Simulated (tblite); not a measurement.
C₅H₆ClFO.
SMILES with atom numbers: `[CH2:1]=[CH:2][CH2:3][C@H:4]([F:5])[C:6](=[O:7])[Cl:8]` (hydrogens: H9, H10 on C1; H11 on C2; H12, H13 on C3; H14 on C4)

Structure optimised with GFN2-xTB, isolated species.

What internal coordinates does the optimisation give?

```json
{"bond": "C1=C2", "length (bohr)": "2.492", "order": "double"}
{"bond": "C2–C3", "length (bohr)": "2.828", "order": "single"}
{"bond": "C3–C4", "length (bohr)": "2.905", "order": "single"}
{"bond": "C4–F5", "length (bohr)": "2.590", "order": "single"}
{"bond": "C4–C6", "length (bohr)": "2.860", "order": "single"}
{"bond": "C6=O7", "length (bohr)": "2.242", "order": "double"}
{"bond": "C6–Cl8", "length (bohr)": "3.300", "order": "single"}
{"bond": "C1–H9", "length (bohr)": "2.036", "order": "single"}
{"bond": "C1–H10", "length (bohr)": "2.033", "order": "single"}
{"bond": "C2–H11", "length (bohr)": "2.044", "order": "single"}
{"bond": "C3–H12", "length (bohr)": "2.063", "order": "single"}
{"bond": "C3–H13", "length (bohr)": "2.066", "order": "single"}
{"bond": "C4–H14", "length (bohr)": "2.075", "order": "single"}
```

Orders are formal, as drawn. A selection of angles:
```json
{"angle": "C1–C2–C3", "degrees": "124.1"}
{"angle": "C2–C3–C4", "degrees": "111.4"}
{"angle": "C3–C4–F5", "degrees": "109.5"}
{"angle": "C3–C4–C6", "degrees": "108.8"}
{"angle": "F5–C4–C6", "degrees": "111.3"}
{"angle": "C4–C6–O7", "degrees": "125.4"}
{"angle": "C4–C6–Cl8", "degrees": "112.9"}
{"angle": "O7–C6–Cl8", "degrees": "121.5"}
```

Dihedral angles: C1–C2–C3–C4 -121° (anticlinal); C2–C3–C4–F5 -176° (antiperiplanar); C3–C4–C6–O7 -91° (anticlinal).

The C–C distances run from 1.319 Å (C1=C2, drawn double) to 1.537 Å (C3–C4, drawn single), a spread of 0.218 Å. Of the pairs four or more bonds apart, C2···O7 is among the closest relative to their van der Waals radii: 3.16 Å, 98 % of the sum of Bondi's values.

Point group: C1 (no symmetry element, even within 0.4 Å). Its GFN2-xTB frequencies are all real (lowest 24 cm⁻¹). One conformer, not necessarily the lowest. 3 starts were optimised and ended at 0.00, 0.52 and 0.56 kcal/mol (GFN2-xTB); the lowest of these is shown.

All values are computed, not measured.
